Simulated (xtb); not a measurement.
Input file for xtb: GFN1-xTB on C3H6FN (a complex), monomers drawn apart or pushed together.

```
$ xtb mol.xyz --gfn 1 --sp --chrg 0 --uhf 0
11

C      0.37294261     0.59248336    -0.17772554
F      1.16322483    -0.29152224     0.56562076
H     -0.17778043     1.22592879     0.51524117
H      1.03059958     1.19012706    -0.80904037
H     -0.31110324     0.00621348    -0.79144142
C      0.89474179    -0.19137407     4.75436483
C     -0.01669901     0.86892672     4.35773192
N     -0.73572247     1.70440775     4.03109960
H      1.24248270    -0.71584091     3.86502835
H      1.75260477     0.22916185     5.27971349
H      0.38747997    -0.89503104     5.41487525
```

Program output:

```
[...]
           -------------------------------------------------
          |                Calculation Setup                |
           -------------------------------------------------



molecular fragmentation (1/2 indicates fragments):
11111222222
# atoms in fragment 1/2:     5     6
 fragment masses (1/2) :       34.03       41.05
CMA distance (Bohr)    :   8.095
constraining FC (au)   :  0.0500

           -------------------------------------------------
          |                 G F N 1 - x T B                 |
           -------------------------------------------------

        Reference                      10.1021/acs.jctc.7b00118
      * Hamiltonian:
        H0-scaling (s, p, d)           1.850000    2.250000    2.000000
        zeta-weighting                 0.000000
      * Dispersion:
        s8                             2.400000
        a1                             0.630000
        a2                             5.000000
        s9                             0.000000
      * Repulsion:
        kExp                           1.500000
        rExp                           1.000000
      * Coulomb:
        alpha                          2.000000
        third order                    atomic
        anisotropic                    false
      * Halogen bond correction:
        rad-scale                      1.300000
        damping                        0.440000


          ...................................................
          :                      SETUP                      :
          :.................................................:
          :  # basis functions                  32          :
          :  # atomic orbitals                  32          :
          :  # shells                           22          :
          :  # electrons                        30          :
          :  # halogen bonds                     0          :
          :  max. iterations                   250          :
          :  Hamiltonian                  GFN1-xTB          :
          :  restarted?                      false          :
          :  GBSA solvation                  false          :
          :  PC potential                    false          :
          :  electronic temp.          300.0000000     K    :
          :  accuracy                    1.0000000          :
          :  -> integral cutoff          0.2500000E+02      :
          :  -> integral neglect         0.1000000E-07      :
          :  -> SCF convergence          0.1000000E-05 Eh   :
          :  -> wf. convergence          0.2000000E-04 e    :
          :  Broyden damping             0.4000000          :
          :  net charge                          0          :
          :  unpaired electrons                  0          :
          ...................................................

 iter      E             dE          RMSdq      gap      omega  full diag
   1    -18.0673414 -0.180673E+02  0.723E+00    7.23       0.0  T
   2    -18.0852477 -0.179063E-01  0.438E+00    7.11       1.0  T
   3    -18.0814533  0.379446E-02  0.978E-01    7.16       1.0  T
   4    -18.0869286 -0.547538E-02  0.284E-01    7.10       1.0  T
   5    -18.0873769 -0.448251E-03  0.476E-02    7.13       1.0  T
   6    -18.0873859 -0.896169E-05  0.229E-02    7.13       1.3  T
   7    -18.0873891 -0.319931E-05  0.904E-04    7.13      33.3  T
   8    -18.0873891 -0.398009E-08  0.321E-04    7.13      93.8  T
   9    -18.0873891 -0.511033E-09  0.421E-05    7.13     716.5  T
  10    -18.0873891  0.199663E-11  0.271E-05    7.13    1112.7  T

   *** convergence criteria satisfied after 10 iterations ***

         #    Occupation            Energy/Eh            Energy/eV
      -------------------------------------------------------------
         1        2.0000           -0.8368303             -22.7713
       ...           ...                  ...                  ...
         9        2.0000           -0.5597311             -15.2311
        10        2.0000           -0.5591543             -15.2154
        11        2.0000           -0.4954817             -13.4827
        12        2.0000           -0.4953786             -13.4799
        13        2.0000           -0.4846971             -13.1893
        14        2.0000           -0.4837087             -13.1624
        15        2.0000           -0.4833511             -13.1527 (HOMO)
        16                         -0.2213972              -6.0245 (LUMO)
        17                         -0.2209877              -6.0134
        18                         -0.1565228              -4.2592
        19                         -0.1500609              -4.0834
        20                         -0.0881118              -2.3976
       ...                                ...                  ...
        32                          1.2813393              34.8670
      -------------------------------------------------------------
                  HL-Gap            0.2619539 Eh            7.1281 eV
             Fermi-level           -0.3523742 Eh           -9.5886 eV

 SCC (total)                   0 d,  0 h,  0 min,  0.004 sec
 SCC setup                      ...        0 min,  0.000 sec (  1.485%)
 Dispersion                     ...        0 min,  0.000 sec (  0.823%)
 classical contributions        ...        0 min,  0.000 sec (  0.467%)
 integral evaluation            ...        0 min,  0.001 sec ( 22.467%)
 iterations                     ...        0 min,  0.001 sec ( 30.738%)
 molecular gradient             ...        0 min,  0.002 sec ( 42.499%)
 printout                       ...        0 min,  0.000 sec (  1.306%)

         :::::::::::::::::::::::::::::::::::::::::::::::::::::
         ::                     SUMMARY                     ::
         :::::::::::::::::::::::::::::::::::::::::::::::::::::
         :: total energy             -17.868424171387 Eh    ::
         :: gradient norm              0.031166664351 Eh/a0 ::
         :: HOMO-LUMO gap              7.128127748126 eV    ::
         ::.................................................::
         :: SCC energy               -18.087389062410 Eh    ::
         :: -> electrostatic           0.037046019630 Eh    ::
         :: repulsion energy           0.221160873696 Eh    ::
         :: dispersion energy         -0.002195982674 Eh    ::
         :: halogen bond corr.         0.000000000000 Eh    ::
         :: add. restraining           0.000000000000 Eh    ::
         :: total charge              -0.000000000000 e     ::
         :::::::::::::::::::::::::::::::::::::::::::::::::::::

           -------------------------------------------------
          |                Property Printout                |
           -------------------------------------------------

    * Orbital Energies and Occupations

         #    Occupation            Energy/Eh            Energy/eV
      -------------------------------------------------------------
         1        2.0000           -0.8368303             -22.7713
       ...           ...                  ...                  ...
         3        2.0000           -0.6672927             -18.1580
         4        2.0000           -0.6547612             -17.8170
         5        2.0000           -0.5786494             -15.7459
         6        2.0000           -0.5785171             -15.7423
         7        2.0000           -0.5773629             -15.7108
         8        2.0000           -0.5707369             -15.5305
         9        2.0000           -0.5597311             -15.2311
        10        2.0000           -0.5591543             -15.2154
        11        2.0000           -0.4954817             -13.4827
        12        2.0000           -0.4953786             -13.4799
Note: The following floating-point exceptions are signalling: IEEE_DENORMAL
normal termination of xtb
        13        2.0000           -0.4846971             -13.1893
        14        2.0000           -0.4837087             -13.1624
        15        2.0000           -0.4833511             -13.1527 (HOMO)
        16                         -0.2213972              -6.0245 (LUMO)
        17                         -0.2209877              -6.0134
        18                         -0.1565228              -4.2592
        19                         -0.1500609              -4.0834
        20                         -0.0881118              -2.3976
        21                         -0.0872528              -2.3743
        22                         -0.0850281              -2.3137
        23                         -0.0814170              -2.2155
        24                         -0.0513303              -1.3968
        25                          0.1092573               2.9730
        26                          0.2531091               6.8874
       ...                                ...                  ...
        32                          1.2813393              34.8670
      -------------------------------------------------------------
                  HL-Gap            0.2619539 Eh            7.1281 eV
             Fermi-level           -0.3523742 Eh           -9.5886 eV

  Mulliken/CM5 charges         n(s)   n(p)   n(d)
     1C     0.17703  0.04975   1.008  2.815  0.000
     2F    -0.29029 -0.32001   1.834  5.457  0.000
     3H     0.04179  0.09456   0.958  0.000  0.000
     4H     0.03579  0.08801   0.964  0.000  0.000
     5H     0.03573  0.08795   0.964  0.000  0.000
     6C    -0.08821 -0.22824   1.005  3.084  0.000
     7C     0.21372  0.32146   1.071  2.715  0.000
     8N    -0.31527 -0.44156   1.672  3.643  0.000
     9H     0.06928  0.12238   0.931  0.000  0.000
    10H     0.06051  0.11315   0.939  0.000  0.000
    11H     0.05992  0.11255   0.940  0.000  0.000

Wiberg/Mayer (AO) data.
largest (>0.10) Wiberg bond orders for each atom

 ---------------------------------------------------------------------------
     #   Z sym  total        # sym  WBO       # sym  WBO       # sym  WBO
 ---------------------------------------------------------------------------
     1   6 C    3.872 --     4 H    0.986     5 H    0.986     3 H    0.985
                             2 F    0.913
     2   9 F    0.986 --     1 C    0.913
     3   1 H    1.014 --     1 C    0.985
     4   1 H    1.015 --     1 C    0.986
     5   1 H    1.015 --     1 C    0.986
     6   6 C    3.995 --     7 C    1.060    11 H    0.963    10 H    0.963
                             9 H    0.961
     7   6 C    3.956 --     8 N    2.871     6 C    1.060
     8   7 N    3.002 --     7 C    2.871
     9   1 H    1.001 --     6 C    0.961
    10   1 H    1.002 --     6 C    0.963
    11   1 H    1.002 --     6 C    0.963
 ---------------------------------------------------------------------------

Topologies differ in total number of bonds
Writing topology from bond orders to xtbtopo.mol

 dipole moment from electron density (au)
     X       Y       Z
   0.4627  -0.5597  -0.0543  total (Debye):    1.851


           -------------------------------------------------
          | TOTAL ENERGY              -17.868424171387 Eh   |
          | GRADIENT NORM               0.031166664351 Eh/α |
          | HOMO-LUMO GAP               7.128127748126 eV   |
           -------------------------------------------------

------------------------------------------------------------------------
------------------------------------------------------------------------
 total:
 SCF:
```

The run finished.

Cost: about 0.020 core-seconds (a rough figure).
